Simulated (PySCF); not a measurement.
## What settings do to a single point of HfCl4

The sound run of HfCl4 (singlet) uses PySCF 2.14.0, RKS r2SCAN, Hf def2-SVP with ECP60, Cl def2-SVP; non-relativistic Hamiltonian with scalar-relativistic core potentials where named; density fitting; no spin-orbit coupling, grid (50, 194), threshold 1e-8 Eh and 55 cycles, at the relaxed geometry:

```xyz
5

Hf    0.0000    0.0000    0.0000
Cl    1.3463    1.3463    1.3463
Cl   -1.3463   -1.3463    1.3463
Cl    1.3463   -1.3463   -1.3463
Cl   -1.3463    1.3463   -1.3463
```

There Hf1 has a Mulliken charge of 0.90 e and the dipole about the centre of mass is 0.00 D. Each run below changes one thing and starts from free metal ions and neutral atoms unless it says otherwise; with 55 cycles, smearing, a level shift and second-order steps follow where DIIS fails, and their cycles count. Energy shifts count from the sound run.

| change | outcome | cycles | energy shift (eV) | largest force component (eV/Å) | charge on Hf1 (e) | dipole about the centre of mass (D) |
| --- | --- | --- | --- | --- | --- | --- |
| start from the bare core Hamiltonian, limit 88 cycles | converged | 10 | 0.0000 | 0.00 | 0.90 | 0.00 |
| threshold 1e-05 | converged | 8 | 0.0000 | 0.00 | 0.90 | 0.00 |

(1) How does the run with this change end: grid (10, 14)?

Unsound on purpose, so not properties of the compound: grid (10, 14).

Forces carry noise of the integration grid, about 0.01 to 0.03 eV/Å.

No frequency check is given that shows the relaxed geometry to be a minimum.

Answers

(1) outcome converged, cycles 10, energy shift (eV) -11.52, largest force component (eV/Å) 10.66, charge on Hf1 (e) 0.41, dipole about the centre of mass (D) 0.00.
